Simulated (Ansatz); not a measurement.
```xyz
8

O    -0.9455    0.9962    0.4267
Si    0.2363   -0.1146    0.2874
F     0.8886   -0.3525    1.7204
S     1.8960    0.4595   -0.8915
S    -0.6639   -1.8513   -0.4946
H    -0.7149    1.8375    0.8280
H     1.1406    0.6261   -1.9908
H    -1.8371   -1.6009    0.1145
```

Total charge 0; spin multiplicity 1.

Q: List the B3LYP/def2-TZVPP orbital energies in eV (Ansatz). (Best estimate.)

A: Ansatz gave: Occupied: -2418.17, -2418.13, -1801.35, -671.71, -521.26, -216.21, -216.16, -160.76, -160.72, -160.68, -160.63, -160.57, -160.52, -145.59, -100.95, -100.93, -100.91, -32.74, -28.21, -20.76, -20.13, -15.84, -14.44, -12.86, -12.72, -12.07, -11.37, -11.01, -10.27, -10.00, -9.02, -7.80, -7.63. Lowest empty: -0.07, 0.03, 0.09, 0.89, 1.19, 1.86, 2.33, 4.04.

B3LYP here is the variant with VWN-RPA as its local correlation; programs differ in this.
